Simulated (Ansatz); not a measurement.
The cluster CaSi₂. Charge 0, multiplicity 3. Geometry PBE-D4/def2-TZVP; atoms count from 1.

```xyz
3

Ca   -0.2593    0.9297    1.3822
Si   -0.6187    0.1515   -1.2461
Si    0.8780   -1.0812   -0.1360
```

At PBE0-D4/def2-TZVP a singlet of charge 0 lies 1.01 eV below the triplet, each at its own geometry. The structure comes from a short search, and lower isomers may exist.

(1) Estimate the Mulliken populations from the PBE0/def2-TZVP orbitals of Ansatz.

(2) Where does the spin sit?

(3) And the Mayer bond orders between heavy atoms (over 0.3)?

## Answers

(1) 
| atom | charge (e) | spin (α − β) |
| --- | --- | --- |
| Ca1 | 0.60 | 0.14 |
| Si2 | -0.30 | 0.93 |
| Si3 | -0.30 | 0.93 |
Mulliken values depend strongly on the basis.

(2) Summed by element: Ca 0.14, Si 1.86, of 2 unpaired in all. Largest on single atoms: Si2 0.93, Si3 0.93, Ca1 0.14.

(3) Ca1–Si2 1.03 (2.76 Å); Ca1–Si3 1.03 (2.76 Å); Si2–Si3 1.74 (2.23 Å).
